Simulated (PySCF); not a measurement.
# Stretching CsO

Set-up: basis Cs x2c-TZVPall, O x2c-TZVPall; spin-free X2C with a Gaussian nucleus; PySCF 2.14. Energies in eV from Cs + O in their ground configurations at the same level. All curves are PBE0. state 1: ²Σ⁺ (doublet), unpaired electrons σ ↑; state 2: ²Π (doublet), unpaired electrons π ↑, a second solution, started from another occupation; state 3: quartet, unpaired electrons σ ↑, π ↑↑, a second solution, started from another occupation.

| R (Å) | state 1 | state 2 | state 3 |
| --- | --- | --- | --- |
| 1.961 | -2.608 | -1.430 | 4.2142 |
| 2.052 | -2.885 | -2.039 | 3.1760 |
| 2.143 | -3.042 | -2.455 | 2.3654 |
| 2.212 | -3.099 | -2.667 | 1.8817 |
| 2.280 | -3.115 | -2.812 | 1.4869 |
| 2.348 | -3.099 | -2.902 | 1.1670 |
| 2.440 | -3.038 | -2.955 | 0.8357 |
| 2.554 | -2.917 | -2.942 | 0.5397 |
| 2.690 | -2.732 | -2.850 | 0.3073 |
| 2.873 | -2.455 | -2.655 | 0.1301 |

**Question.** Put a parabola through the three lowest points of the state 1 curve and estimate Re, k and ωe (reduced mass 14.28 u; 1 eV/Å² = 0.16022 mdyn/Å; ωe = 1302.8·√(k/μ) cm⁻¹).

**Answer.** Through R = 2.212, 2.28, 2.348 Å the second-order coefficient is 3.46 eV/Å², so Re ≈ 2.280 Å, k ≈ 1.11 mdyn/Å and ωe ≈ 363 cm⁻¹. A polynomial fit of higher order to the unrounded PBE0 energies gives Re = 2.278 Å, k = 1.13 mdyn/Å, ωe = 366 cm⁻¹; anharmonicity and rounding make the difference.

The higher-order fit for each curve: state 1: Re = 2.278 Å, ωe = 366 cm⁻¹, De = 3.12 eV; state 2: Re = 2.475 Å, ωe = 340 cm⁻¹, minimum 2.96 eV below the ground-state fragments. State 3 gave no clean fit.

Spin–orbit coupling is left out, which matters for elements this heavy, above all for dissociation energies. The state was picked by a PBE0 search and need not be the measured ground state.
